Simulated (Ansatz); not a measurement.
Ansatz (a first-principles code) input:
A basis named .json is the Basis Set Exchange file of that set.

Ansatz 0.2 input:
```yaml
crystal:
  periodic: [false, false, false]
  atoms:
    - {symbol: C, position_ang: [-0.76398450, -0.64348765, -0.34542853]}
    - {symbol: C, position_ang: [0.63138382, -0.30599936, -0.15763658]}
    - {symbol: F, position_ang: [1.13636842, 0.94468953, -0.62699763]}
    - {symbol: F, position_ang: [1.43050014, -1.20605568, -0.82546072]}
    - {symbol: F, position_ang: [1.06125501, -0.30098246, 1.14364416]}
    - {symbol: Cl, position_ang: [-1.81573471, 0.66788390, 0.42400421]}
    - {symbol: H, position_ang: [-0.99001814, -0.59596649, -1.41035346]}
basis:
  gaussian:
    orbitals: cc-pV_Q+d_Z.json
hamiltonian:
  xc: pbe
total_charge: -1
magnetization: {spin_polarized: false}
correlation: {method: rpa, electrons: outside_noble_gas}
```

Q: Which total energy does the run end on?

A: -836.37669 Eh (RPA@PBE/cc-pV(Q+d)Z). The basis has 369 functions. The run takes roughly 40 core-seconds.

It need not be the lowest isomer of its formula. Whether it binds its extra electron was not tested at this geometry.
